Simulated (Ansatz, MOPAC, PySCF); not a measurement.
Complex: CH6Ge (SMILES [CH3][GeH3]) (first 8 atoms) with H2O (SMILES O); geometry from B3LYP-D3(BJ)/def2-TZVP, rigid monomers moved along the line of their centres of mass till Ge2···O9 is 3.10 Å.
(charge 0, multiplicity 1):
```csv
atom,x (Å),y (Å),z (Å)
C,-0.2534,1.6308,0.3515
Ge,0.3611,-0.2209,0.1646
H,-0.6939,1.7587,1.3388
H,-0.9997,1.8584,-0.4089
H,0.5838,2.3187,0.2376
H,1.4122,-0.5617,1.2425
H,0.9994,-0.4664,-1.2169
H,-0.8151,-1.2079,0.3263
O,-0.8513,-0.1557,3.0150
H,0.0635,-0.4501,3.0817
H,-1.2914,-0.8356,2.4932
```

Interaction energies are E(AB) − E(A) − E(B) at the monomers' geometry in the complex; basis-set methods are counterpoise corrected. Rows marked so take none.

Rows in 6-31G* carry no dispersion term and start afresh at each structure (6-31G* with six Cartesian d functions); the Pople sets are all-electron and without relativity. The state reached by PM3 isn't checked.

The values were computed with Ansatz (an electronic-structure program) with Gaussian orbitals; MOPAC for PM3 (differences of heats of formation); PySCF for 6-31G* rows. 

Task: One of these levels gives 1.31 kcal/mol for the interaction energy. Name it.
A) B3LYP/6-31G* (no counterpoise)
B) HF/aug-cc-pVDZ
C) PM3
D) B3LYP/def2-TZVPPD

Result: D, B3LYP/def2-TZVPPD. The others give 2.92 (PM3), 2.58 (HF/aug-cc-pVDZ), -2.15 (B3LYP/6-31G* (no counterpoise))
